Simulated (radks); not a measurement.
Correlation energies from several functionals, in hartree. Species: P4+ [Ne] 3s1; Mg [Ne] 3s2. Calculated with a radial shooting solver on a logarithmic mesh with Libxc functionals: non-relativistic Kohn-Sham, exchange-only B88, spin-polarised, spherical densities, point nucleus. Every spin shell is full or empty, so the densities are truly spherical. Functionals are evaluated on that one density, not self-consistently.

functional       P4+        Mg
PW92        -0.93624  -0.88675
VWN5        -0.94105  -0.89086
PZ          -0.93338  -0.88416
PBEsol      -0.48248  -0.48224
LYP         -0.46516  -0.46019
P86         -0.46361  -0.46224
PW91        -0.45485  -0.44741
AM05        -0.84534  -0.79719
OP (B88)    -0.45194  -0.44311
TPSS        -0.40824  -0.41241
revTPSS     -0.41738  -0.42583
SCAN        -0.40532  -0.41015
B95         -0.49658  -0.46808
